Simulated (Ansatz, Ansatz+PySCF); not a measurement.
```tsv
atom	x (Å)	y (Å)	z (Å)
Ti	0.0000	0.0000	0.0000
N	0.0000	0.0000	1.6453
```

Basis set: def2-SVP (spherical functions). Correlated methods keep 6 orbitals frozen. Correlation on ROHF uses semicanonical orbitals with singles. Charge 0, multiplicity 2.

Computed with Ansatz (development build ahead of 0.2.0); each method stands on the lowest determinant of its kind that the runs found. Restricted functionals stand beside restricted open-shell atoms, which can lie above the unrestricted atoms usual in DFT and then raise those values.

Question: Give the atomization energy at this shape (free ground-state atoms in the same class of orbitals less the molecule, no zero-point energy) of doublet TiN by ωB97X (unrestricted), ωB97X (restricted open-shell), r²SCAN (unrestricted), r²SCAN (restricted open-shell), PBE (unrestricted), PBE (restricted open-shell), PBE0 (unrestricted), PBE0 (restricted open-shell), ROHF-MP2, UHF-MP2, UHF, ROHF.

Answer:

```
                        method  atomization energy
          ωB97X (unrestricted)             4.00 eV
 ωB97X (restricted open-shell)             4.11 eV
         r²SCAN (unrestricted)             5.12 eV
r²SCAN (restricted open-shell)             5.25 eV
            PBE (unrestricted)             6.18 eV
   PBE (restricted open-shell)             6.24 eV
           PBE0 (unrestricted)             4.53 eV
  PBE0 (restricted open-shell)             4.58 eV
                      ROHF-MP2             5.83 eV
                       UHF-MP2             1.50 eV
                           UHF            -0.72 eV
                          ROHF            -1.86 eV
```

Caution: another spin multiplicity may lie lower. Caution for r²SCAN (unrestricted), PBE (unrestricted): a free atom is spin contaminated. Caution for ROHF-MP2, ROHF: an unrestricted determinant lies well below. Caution for UHF-MP2, UHF: the unrestricted determinant is a mixture of spin states. Caution for ROHF: the molecule lies well above its atoms at this level.
